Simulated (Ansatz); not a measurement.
2-chloroprop-1-ene (C3H5Cl), SMILES C=C(C)Cl.

Geometry: PBE-D3(BJ)/def2-SVP.

Two levels are set side by side: PBE/def2-SVPD (Ansatz, a program for electronic structure) and PBE0/def2-SVPD (Ansatz). Energy differences of separate SCF runs at the same geometry; the states with an electron removed or added have multiplicity 2 and 2. Differences are taken from unrounded values.

```csv
quantity,PBE0
vertical ionisation energy (eV),9.52
vertical singlet–triplet gap (eV),3.96
```

Problem. What does PBE give, and how far is it from PBE0? (Estimate from the structure and the level; the computed values follow.)

Solution. 
| quantity | PBE | PBE minus PBE0 |
|---|---|---|
| vertical ionisation energy (eV) | 9.41 | -0.11 |
| vertical singlet–triplet gap (eV) | 4.08 | 0.12 |
